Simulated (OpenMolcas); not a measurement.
An OpenMolcas run meant for Nb (ANO-R3, X2C; inactive shells 1s 2s 2p 3s 3p 3d 4s 4p; intended active space 5 electrons in 6 orbitals (4d 5s)). One step of its input:

```
&CASPT2
Multistate=6 1 2 3 4 5 6
Frozen=8 6
IPEA=0.25
Shift=1.5
MaxIter=60
WThr=0.0 0.3 0.05
PrWF=0.5
NoMix
```

The run finished. Its levels beside those of a sound run (SS-CASPT2, IPEA 0.25 Eh, imaginary shift 0.1 Eh (closed shells correlated: 4s 4p)), in cm-1 above each run's lowest level:

| Level | This run | Usual run |
| --- | --- | --- |
| 4d4 5s 6D 1/2 | 0.0 | 0.0 |
| 4d4 5s 6D 3/2 | 140 | 145 |
| 4d4 5s 6D 5/2 | 362 | 372 |
| 4d4 5s 6D 7/2 | 653 | 658 |
| 4d4 5s 6D 9/2 | 995 | 981 |
| 4d3 5s2 4F 3/2 | 5853 | 2139 |
| 4d3 5s2 4F 5/2 | 6208 | 2488 |
| 4d3 5s2 4F 7/2 | 6657 | 2941 |
| 4d3 5s2 4F 9/2 | 7159 | 3469 |
| 4d4 5s 4P 1/2 | 8052 | 5929 |
| 4d4 5s 4P 3/2 | 8399 | 6262 |
| 4d4 5s 4P 5/2 | 9135 | 7006 |
| 4d4 5s 4D 1/2 | 10251 | 7973 |
| 4d4 5s 4D 3/2 | 10483 | 8212 |

Problem. Which setting is unsound, and how much does it matter here?

Solution. The level shift is far above the usual 0.1 to 0.3 hartree and damps the second-order energy. Against the sound run the excited levels shown move by 2000 cm-1 on average and by 3700 cm-1 at most.

Term energies are means over components that CASPT2 splits; among the terms shown or strongly mixed into the levels shown the widest spread is 490 cm-1 (4d3 5s2 4F, the sound run). Configurations are named by rounded mean occupations; where the s occupation lies near a half they are strongly mixed, a name can repeat and a true partner stay unpaired. A single d shell beside an s shell can misplace configurations of different d count against each other. Some terms miss by over 15 % even with CASPT2, which points to a basis or an active space too small for the shells correlated (holds for this run). Only configurations of the active space appear.
